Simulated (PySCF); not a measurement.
CH6OSi. Atoms are numbered in the order given.

```xyz
9

Si     0.0908    -1.0570     0.0000
O     -0.5682     0.4508     0.0000
C      0.2052     1.6397     0.0000
H     -1.0383    -2.0074     0.0000
H      0.9402    -1.2649    -1.2011
H      0.9402    -1.2649     1.2011
H      0.8402     1.7012    -0.8899
H     -0.4785     2.4882     0.0000
H      0.8402     1.7012     0.8899
```
Charge 0, spin multiplicity 1.

Geometry: B3LYP-D3(BJ)/def2-TZVP.

The numbers are results of PySCF with PBE0/def2-TZVPD, not measurements.

Computed frontier levels, gap, dipole moment and polarisability:
```
Quantity                                                                                                       Result
---------------------------------------------------------------------------------------------  ----------------------
highest occupied level                                                                                       -8.20 eV
lowest empty level                                                                                            0.03 eV
orbital gap                                                                                                   8.23 eV
dipole moment                                                                                               0.231 e·Å
quadrupole, principal values (traceless, Buckingham form, about the centre of nuclear charge)  -2.62, -1.05, 3.66 D·Å
mean static polarisability                                                                       45.7 bohr³ (6.77 Å³)
polarisability, principal values                                                               42.6, 42.8, 51.6 bohr³
```
